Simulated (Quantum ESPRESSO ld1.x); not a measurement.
Question: All-electron atom: Mo3+ in [Kr] 4d3 (the NIST ground configuration). All-electron calculation, Dirac Kohn-Sham, PBEsol, spin-unpolarised, spherical densities, point nucleus; open shells fill j = l - 1/2 first. Program: ld1.x of Quantum ESPRESSO 7.5.

Spin-orbit splittings of the eigenvalues, e(l+1/2) - e(l-1/2), with zeta = 2 splitting/(2l+1) and mean radii in bohr:

shell  occ.  splitting (eV)  zeta (eV)  <r> j=l-1/2  <r> j=l+1/2
2p        6           106.5      70.97       0.1308       0.1354
3p        6               ?          ?       0.4235       0.4341
3d       10           3.323      1.329       0.4132       0.4167
4p        6           2.593      1.729        1.193        1.221
4d        3          0.2881     0.1152        1.600        1.612

Estimate the 3p splitting.

Answer: 17.54 eV (zeta = 11.69 eV).
